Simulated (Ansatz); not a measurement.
Geometry optimisation, RKS PBE0-D4/6-31G* in Ansatz 0.2.0.

The input (input.yaml):

```yaml
crystal:
  periodic: [false, false, false]
  atoms:
    - { symbol: F, position_ang: [-3.1304, -1.0738, -0.6179] }
    - { symbol: Al, position_ang: [-1.4985, -0.4886, -0.298] }
    - { symbol: C, position_ang: [-0.2719, -0.2943, 1.2412] }
    - { symbol: Si, position_ang: [1.2306, 0.3799, 0.2228] }
    - { symbol: C, position_ang: [0.0922, 0.2332, -1.306] }
    - { symbol: H, position_ang: [0.0178, -1.2554, 1.7153] }
    - { symbol: H, position_ang: [-0.5651, 0.4489, 2.0038] }
    - { symbol: H, position_ang: [1.5063, 1.7836, 0.5547] }
    - { symbol: H, position_ang: [2.298, -0.5439, 0.2198] }
    - { symbol: H, position_ang: [0.5043, -0.4818, -1.998] }
    - { symbol: H, position_ang: [-0.1179, 1.2351, -1.7172] }
basis:
  gaussian: { orbitals: "6-31G*" }
hamiltonian:
  xc: pbe0
  dispersion: d4
relax:
  f_tol: 0.02
  max_steps: 50
```

Launched with:

```bash
$ ansatz run input.yaml --threads 2 --pin off --max-ram 3072MiB --backend cpu --events-out ev --progress --plain --runs-dir out
```

Where does it end, and by what steps?

It converged. After 5 steps the energy has fallen by 0.955 eV; F1 moved furthest, 0.25 Å. Joined: Al2–Si4.

```tsv
step	energy less start (eV)	largest force component (eV/Å)	accepted
0	0.0000	3.986	yes
1	-0.8147	1.546	yes
2	-0.9247	0.790	yes
3	-0.9537	0.105	yes
4	-0.9546	0.021	yes
5	-0.9546	0.010	yes
```

```xyz
11
Properties=species:S:1:pos:R:3
F -2.907 -0.980 -0.580
Al -1.366 -0.458 -0.270
C -0.289 -0.324 1.366
Si 1.079 0.346 0.214
C 0.072 0.245 -1.406
H -0.038 -1.264 1.870
H -0.628 0.383 2.132
H 1.479 1.743 0.553
H 2.284 -0.534 0.190
H 0.488 -0.427 -2.165
H -0.109 1.215 -1.885
```

Whether the end is a true minimum wasn't checked by a vibrational analysis.

The run took 21 s on 2 threads of Arm Neoverse V1 (shared host), peak memory 0.2 GiB.
